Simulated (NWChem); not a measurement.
System: CH5NZn; SMILES [CH3][Zn][NH2]

Input file for NWChem:

```
start job
memory heap 200 mb stack 900 mb global 1100 mb
geometry units angstroms noautoz
  Zn     0.154027    -0.024478     0.002961
  C      0.198938     1.909095     0.001818
  H     -0.326316     2.321857     0.878144
  H     -0.288003     2.319769    -0.897331
  H      1.232991     2.288695     0.023676
  N      0.236290    -1.845479     0.005689
  H     -0.081431    -2.350751    -0.817420
  H     -0.108046    -2.349691     0.818720
end
basis spherical
  * library def2-svp
end
dft
  xc xpbe96 cpbe96
  iterations 150
  vectors input atomic output neutral.movecs
end
task dft energy
charge 1
dft
  odft
  mult 2
  vectors input atomic output cation.movecs
end
task dft energy
```

Excerpt of the output:

```
             Northwest Computational Chemistry Package (NWChem) 7.3.0
             --------------------------------------------------------

 C1  symmetry detected

                             Geometry "geometry" -> ""
                             -------------------------

 Output coordinates in angstroms (scale by  1.889725989 to convert to a.u.)

  No.       Tag          Charge          X              Y              Z
 ---- ---------------- ---------- -------------- -------------- --------------
    1 Zn                  30.0000     0.00008284     0.02517932    -0.01041194
    2 C                    6.0000    -0.00010999    -1.90855087     0.02714259
    3 H                    1.0000     0.88504870    -2.31860193    -0.48526712
    4 H                    1.0000    -0.89081658    -2.31809624    -0.47599552
    5 H                    1.0000     0.00516365    -2.29206530     1.05996804
    6 N                    7.0000    -0.00012143     1.84585571     0.07878869
    7 H                    1.0000    -0.81836383     2.35166698    -0.25043643
    8 H                    1.0000     0.81799292     2.35203203    -0.25028708

 Effective nuclear repulsion energy (a.u.)     169.4754944680

  pbe96 is a nonlocal functional; adding pw91lda local functional.

                                 NWChem DFT Module
                                 -----------------

 Summary of "ao basis" -> "ao basis" (spherical)
 ------------------------------------------------------------------------------
       Tag                 Description            Shells   Functions and Types
 ---------------- ------------------------------  ------  ---------------------
 Zn                         def2-svp                11       31   5s3p2d1f
 C                          def2-svp                 6       14   3s2p1d
 H                          def2-svp                 3        5   2s1p
 N                          def2-svp                 6       14   3s2p1d

            General Information
            -------------------
          SCF calculation type: DFT
          Wavefunction type:  closed shell.
          No. of atoms     :     8
          No. of electrons :    48
           Alpha electrons :    24
            Beta electrons :    24
          Charge           :     0
          Spin multiplicity:     1
          Use of symmetry is: off; symmetry adaption is: off
          Maximum number of iterations: 150
          AO basis - number of functions:    84
                     number of shells:    38
          Convergence on energy requested:  1.00D-06
          Convergence on density requested:  1.00D-05
          Convergence on gradient requested:  5.00D-04

              XC Information
              --------------
          PerdewBurkeErnzerhof Exchange Functional  1.000
            Perdew 1991 LDA Correlation Functional  1.000 local
           PerdewBurkeErnz. Correlation Functional  1.000 non-local

             Grid Information
             ----------------
          Grid used for XC integration:  medium
          Radial quadrature: Mura-Knowles
          Angular quadrature: Lebedev.
          Tag              B.-S. Rad. Rad. Pts. Rad. Cut. Ang. Pts.
          ---              ---------- --------- --------- ---------
          Zn                  1.35      112           8.0       590
          C                   0.70       49          11.0       434
          H                   0.35       45          12.0       434
          N                   0.65       49          11.0       434
          Grid pruning is: on
          Number of quadrature shells:   435
          Spatial weights used:  Erf1

      Superposition of Atomic Density Guess
      -------------------------------------

 Sum of atomic energies:       -1871.92686708

      Non-variational initial energy
      ------------------------------

 Total energy =   -1873.145298
 1-e energy   =   -2947.631240
 2-e energy   =     905.010448
 HOMO         =      -0.329400
 LUMO         =      -0.016525

   convergence    iter        energy       DeltaE   RMS-Dens  Diis-err
 ---------------- ----- ----------------- --------- --------- ---------
 d= 0,ls=0.0,diis     1  -1874.4599285961 -2.04D+03  1.99D-02  5.08D-01
 d= 0,ls=0.0,diis     2  -1874.2809270600  1.79D-01  1.30D-02  1.91D+00
 d= 0,ls=0.0,diis     3  -1874.5186935843 -2.38D-01  3.08D-03  6.67D-02
 d= 0,ls=0.0,diis     4  -1874.5237530614 -5.06D-03  1.30D-03  3.19D-02
 d= 0,ls=0.0,diis     5  -1874.5270223850 -3.27D-03  1.70D-04  2.43D-04
  Resetting Diis
 d= 0,ls=0.0,diis     6  -1874.5270399425 -1.76D-05  6.67D-05  4.37D-05
 d= 0,ls=0.0,diis     7  -1874.5270434835 -3.54D-06  5.85D-05  9.74D-06
 d= 0,ls=0.0,diis     8  -1874.5270409173  2.57D-06  3.96D-05  3.80D-05
 d= 0,ls=0.0,diis     9  -1874.5270443814 -3.46D-06  4.16D-06  1.57D-07
 d= 0,ls=0.0,diis    10  -1874.5270443945 -1.31D-08  1.29D-06  2.81D-08

         Total DFT energy =    -1874.527044394456
      One electron energy =    -2948.030799090596
           Coulomb energy =      988.917680854877
    Exchange-Corr. energy =      -84.889420626773
 Nuclear repulsion energy =      169.475494468036

 Numeric. integr. density =       48.000004131967

                       DFT Final Molecular Orbital Analysis
                       ------------------------------------

 Vector   22  Occ=2.000000D+00  E=-2.946700D-01
              MO Center=  3.0D-05,  8.9D-01,  4.7D-02, r^2= 1.9D+00
   Bfn.  Coefficient  Atom+Function         Bfn.  Coefficient  Atom+Function
  ----- ------------  ---------------      ----- ------------  ---------------
     4      0.544551  1 Zn s                 65      0.353573  6 N  py
    19      0.314104  1 Zn d  2               3     -0.282639  1 Zn s
    17      0.188932  1 Zn d  0              68     -0.179293  6 N  py
    75     -0.136069  7 H  s                 80     -0.136050  8 H  s
    63      0.109142  6 N  s                 13      0.107166  1 Zn py

 Vector   23  Occ=2.000000D+00  E=-2.422603D-01
              MO Center= -3.0D-05, -9.5D-01,  1.1D-03, r^2= 2.9D+00
   Bfn.  Coefficient  Atom+Function         Bfn.  Coefficient  Atom+Function
  ----- ------------  ---------------      ----- ------------  ---------------
    36      0.422667  2 C  py                 4      0.315052  1 Zn s
    13     -0.259376  1 Zn py                39      0.245396  2 C  py
    65     -0.208196  6 N  py                 3     -0.170549  1 Zn s
    10      0.141617  1 Zn py                63     -0.139426  6 N  s
    68      0.114921  6 N  py                62     -0.101333  6 N  s

 Vector   24  Occ=2.000000D+00  E=-1.699021D-01
              MO Center= -9.8D-05,  1.7D+00,  1.2D-01, r^2= 1.3D+00
   Bfn.  Coefficient  Atom+Function         Bfn.  Coefficient  Atom+Function
  ----- ------------  ---------------      ----- ------------  ---------------
    66      0.521527  6 N  pz                69     -0.452522  6 N  pz
    14     -0.179270  1 Zn pz                63     -0.155146  6 N  s
    65      0.153121  6 N  py                16      0.142456  1 Zn d -1
    68     -0.139130  6 N  py                62     -0.101927  6 N  s
     4      0.098614  1 Zn s                 11      0.066126  1 Zn pz

 Vector   25  Occ=0.000000D+00  E=-1.585736D-02
              MO Center=  2.0D-04,  1.5D-01, -1.0D-01, r^2= 6.5D+00
   Bfn.  Coefficient  Atom+Function         Bfn.  Coefficient  Atom+Function
  ----- ------------  ---------------      ----- ------------  ---------------
     5      1.064080  1 Zn s                 34     -0.777117  2 C  s
    63     -0.568739  6 N  s                 19     -0.199589  1 Zn d  2
    39     -0.199409  2 C  py                33     -0.197303  2 C  s
    62     -0.193386  6 N  s                 76      0.190690  7 H  s
    81      0.190704  8 H  s                 36     -0.176536  2 C  py

 Vector   26  Occ=0.000000D+00  E= 3.766356D-02
              MO Center= -2.0D-04, -5.1D-02, -2.6D-02, r^2= 2.6D+00
   Bfn.  Coefficient  Atom+Function         Bfn.  Coefficient  Atom+Function
  ----- ------------  ---------------      ----- ------------  ---------------
    12      1.006724  1 Zn px                 9     -0.270853  1 Zn px
    47     -0.159886  3 H  s                 52      0.160452  4 H  s
    51      0.143814  4 H  s                 46     -0.142955  3 H  s
    75      0.124086  7 H  s                 80     -0.124143  8 H  s
    38      0.114860  2 C  px                 6      0.086690  1 Zn px

 Vector   27  Occ=0.000000D+00  E= 5.754675D-02
              MO Center=  3.0D-04, -4.9D-02,  1.4D-02, r^2= 2.9D+00
   Bfn.  Coefficient  Atom+Function         Bfn.  Coefficient  Atom+Function
  ----- ------------  ---------------      ----- ------------  ---------------
    14      0.993529  1 Zn pz                11     -0.262794  1 Zn pz
    57     -0.224609  5 H  s                 40      0.194364  2 C  pz
    47      0.186669  3 H  s                 52      0.184223  4 H  s
    69     -0.183047  6 N  pz                66      0.179057  6 N  pz
    56     -0.177889  5 H  s                 63     -0.164883  6 N  s

     Multipole analysis of the density
     ---------------------------------

     L   x y z        total         alpha         beta         nuclear
     -   - - -        -----         -----         ----         -------
     0   0 0 0     -0.000000    -24.000000    -24.000000     48.000000

     1   1 0 0      0.000071      0.000035      0.000035     -0.000000
     1   0 1 0      0.019817      0.009909      0.009909     -0.000000
     1   0 0 1     -0.363848     -0.181924     -0.181924      0.000000

     2   2 0 0    -18.778089    -14.595164    -14.595164     10.412239
     2   1 1 0      0.000343     -0.000305     -0.000305      0.000953
     2   1 0 1      0.000450      0.000016      0.000016      0.000419
     2   0 2 0    -22.190057   -141.064168   -141.064168    259.938279
     2   0 1 1     -1.758490      0.333583      0.333583     -2.425655
     2   0 0 2    -20.915108    -13.603798    -13.603798      6.292488

[...]
```

Level: PBE/def2-SVP, vertical spin-unrestricted ions. Geometry: optimised at PBE0/def2-SVP.
